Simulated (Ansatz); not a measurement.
Ansatz (an electronic-structure program) input:

Ansatz 0.2 input:
```yaml
crystal:
  periodic: [false, false, false]
  atoms:
    - {symbol: B, position_ang: [0.84529412, 0.46628268, 0.35936786]}
    - {symbol: C, position_ang: [-0.18727791, -0.74281990, 0.21869126]}
    - {symbol: O, position_ang: [0.75011299, 1.61327279, -0.28075705]}
    - {symbol: H, position_ang: [-1.20587575, -0.38623343, 0.38233206]}
    - {symbol: H, position_ang: [-0.13909872, -1.13972631, -0.79599505]}
    - {symbol: H, position_ang: [-0.02016817, -1.57432228, 0.89749200]}
    - {symbol: H, position_ang: [0.02377798, 1.80406277, -0.89219421]}
basis:
  gaussian:
    orbitals: def2-TZVP
hamiltonian:
  xc: b3lyp
  dispersion: d3bj
magnetization: {spin_polarized: true, initial_magnetization: 1}
relax: {f_tol: 0.002, max_steps: 150}
```

Question: Which total energy does the run end on?

Answer: -140.63775 Eh (B3LYP-D3(BJ)/def2-TZVP). The basis has 117 functions.

It need not be the lowest isomer of its formula.
